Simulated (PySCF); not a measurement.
## Calculated NMR parameters of C[SiH](C)N([SiH3])[SiH3]

| Quantity | Value |
| --- | --- |
| Formula | C2H13NSi3 |
| SMILES | C[SiH](C)N([SiH3])[SiH3] |
| Point group of the computed structure | C1 |
| Degrees of unsaturation | 0 |
| Carbon signals | 1 |
| Proton signals | 3 |

Molfile (atoms numbered from 1):
```
C2H13NSi3
     RDKit          3D

 19 18  0  0  0  0  0  0  0  0999 V2000
   -1.6485   -1.6010   -0.1416 C   0  0  0  0  0  0  0  0  0  0  0  0
   -0.8120   -0.0571    0.5703 Si  0  0  0  0  0  4  0  0  0  0  0  0
   -1.6668    1.4971   -0.1118 C   0  0  0  0  0  0  0  0  0  0  0  0
    0.8946   -0.0144    0.1678 N   0  0  0  0  0  0  0  0  0  0  0  0
    1.8200    1.3757    0.6708 Si  0  0  0  0  0  4  0  0  0  0  0  0
    1.6243   -1.2604   -0.8099 Si  0  0  0  0  0  4  0  0  0  0  0  0
   -2.6904   -1.6406    0.1595 H   0  0  0  0  0  0  0  0  0  0  0  0
   -1.6191   -1.6113   -1.2264 H   0  0  0  0  0  0  0  0  0  0  0  0
   -1.1698   -2.5084    0.2093 H   0  0  0  0  0  0  0  0  0  0  0  0
   -0.9078   -0.0844    2.0427 H   0  0  0  0  0  0  0  0  0  0  0  0
   -2.7099    1.5360    0.1863 H   0  0  0  0  0  0  0  0  0  0  0  0
   -1.6335    1.5275   -1.1975 H   0  0  0  0  0  0  0  0  0  0  0  0
   -1.1817    2.3958    0.2557 H   0  0  0  0  0  0  0  0  0  0  0  0
    1.8678    2.3647   -0.4124 H   0  0  0  0  0  0  0  0  0  0  0  0
    1.1621    1.9475    1.8449 H   0  0  0  0  0  0  0  0  0  0  0  0
    3.1718    0.9320    1.0080 H   0  0  0  0  0  0  0  0  0  0  0  0
    0.9542   -1.3295   -2.1126 H   0  0  0  0  0  0  0  0  0  0  0  0
    3.0319   -0.9178   -1.0013 H   0  0  0  0  0  0  0  0  0  0  0  0
    1.5029   -2.5420   -0.1092 H   0  0  0  0  0  0  0  0  0  0  0  0
  1  2  1  0
  2  3  1  0
  2  4  1  0
  4  5  1  0
  4  6  1  0
  1  7  1  0
  1  8  1  0
  1  9  1  0
  2 10  1  0
  3 11  1  0
  3 12  1  0
  3 13  1  0
  5 14  1  0
  5 15  1  0
  5 16  1  0
  6 17  1  0
  6 18  1  0
  6 19  1  0
M  END
```

Rapidly exchanging positions averaged, one conformer, relativity neglected, no solvent. Structure optimised with GFN2-xTB; shieldings: GIAO PBE0/pcSseg-1; PySCF 2.14.

Referencing at the same level of theory: ¹H, ¹³C, ²⁹Si against TMS; ¹⁵N against NH3.

| carbon | δC, type | δH (multiplicity) | HMBC from (2–3 bonds) | span of the C tensor (ppm) |
| --- | --- | --- | --- | --- |
| C1/C3 | -0.7, CH3 | 0.30 (d) | H10, H7/H8/H9/H11/H12/H13 | 13 |

Other nuclei:
| atoms | nucleus | environment | δ (ppm) | σ (ppm) |
| --- | --- | --- | --- | --- |
| H10 | ¹H | hydrogen on a silicon bonded to 2 C, N | 5.14 | 26.58 |
| H14/H15/H16/H17/H18/H19 | ¹H | hydrogen on a silicon bonded to N | 4.74 | 26.97 |
| Si2 | ²⁹Si | silicon bonded to 2 C, N, H | -5.5 | 354.7 |
| Si5/Si6 | ²⁹Si | silicon bonded to N, 3 H | -50.8 | 400.0 |
| N4 | ¹⁵N | nitrogen bonded to 3 Si | -8.6 | 276.4 |

- Carbon types of the structure: 2 × CH3, leaving 7 H on heteroatoms.
- δC -0.7: methyl carbon bonded to Si; an electropositive neighbour leaves it electron-rich and shielded.
- δH 5.14: hydrogen on a silicon bonded to 2 C, N.
- δH 4.74: hydrogen on a silicon bonded to N.
- δH 0.30: hydrogen on a methyl carbon bonded to Si; an electropositive neighbour shields it, as in TMS itself.

Shifts are as computed. Against solution values, carbons near 30 ppm lie about +3 ppm off and those near 130 ppm about +5 ppm. Of 1211 compounds with measured shifts, 218 miss one by over three times the rms of a fit or turn the order of signals round; such compounds aren't used in these exercises. Experimental scales use liquid or dissolved standards, which lie at an offset from isolated NH3 (liquid NH3: subtract about 20 ppm). Multiplicities follow the n + 1 count of equivalent neighbours, as no J values were calculated; m marks all less simple cases, F and P coupling included.
